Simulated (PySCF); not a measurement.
C3H5ClOSi, SMILES C1C[Si@H](OC=1)Cl.

Geometry optimised at B3LYP-D3(BJ)/def2-SVP. The structure was generated by enumeration; whether it is a known compound was not checked. The values are those of a single conformer.

Two levels are set side by side: TDA-PBE/def2-SVPD (PySCF) and TDA-B3LYP/def2-SVPD (PySCF). Vertical, same geometry. The lowest singlet is HOMO→LUMO+1 83 %, HOMO→LUMO 16 % with PBE and HOMO→LUMO+1 73 %, HOMO→LUMO 24 % with the other functional; states are paired by order. Differences are taken from unrounded values.

```
quantity                              TDA-B3LYP
------------------------------------  ---------
lowest singlet excitation (eV)             5.77
lowest triplet excitation (TDA) (eV)       4.12
```

**Question.** What does TDA-PBE give, and how far is it from TDA-B3LYP? (An estimate is asked for; the answer gives what the named calculation found.)

**Answer.** 
```tsv
quantity	TDA-PBE	TDA-PBE minus TDA-B3LYP
lowest singlet excitation (eV)	5.18	-0.58
lowest triplet excitation (TDA) (eV)	4.11	-0.01
```

Functionals without exact exchange tend to place singlet excitations lower, as here. Differences between two approximate levels are no errors against the true value.

Rough cost on one machine, each run with all the roots and properties that it gave: TDA-B3LYP against TDA-PBE about 2 times.
